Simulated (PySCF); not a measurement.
Calculation: PySCF with PBE-D3(BJ)/def2-TZVP // PBE0-D3(BJ)/def2-SVP. Gas-phase values, no solvent. One relaxed conformer stands for a flexible species; it need not be the lowest. Excitations are Tamm–Dancoff values on a coarser integration grid. The basis has no diffuse functions, so Rydberg states are missing or too high.

Reference species (SMILES): `C[CH2][Sn]([Cl])([Cl])[Cl]` (neutral, multiplicity 1).

```json
{
  "T1 excitation (TDA)": "4.15 eV",
  "HOMO–LUMO gap": "4.41 eV",
  "LUMO": "-3.09 eV",
  "HOMO": "-7.50 eV"
}
```

Changed species: `C[CH2][Sn]([Cl])([Cl])[CH2]C` (C–C–Sn–Cl torsion 56°, Cl–Sn–C–C torsion -56°) (2 of 4 Cl replaced by C2H5; the reference has 1 of 4 Cl replaced by C2H5).

Question: Predict the effect on the T1 excitation (TDA), HOMO–LUMO gap, LUMO and HOMO.

Answer: the T1 excitation (TDA) rises by 0.45 eV, to 4.60 eV; the HOMO–LUMO gap goes up by 0.50 eV, to 4.91 eV; the LUMO goes up by 1.30 eV, to -1.79 eV; the HOMO rises by 0.80 eV, to -6.70 eV.
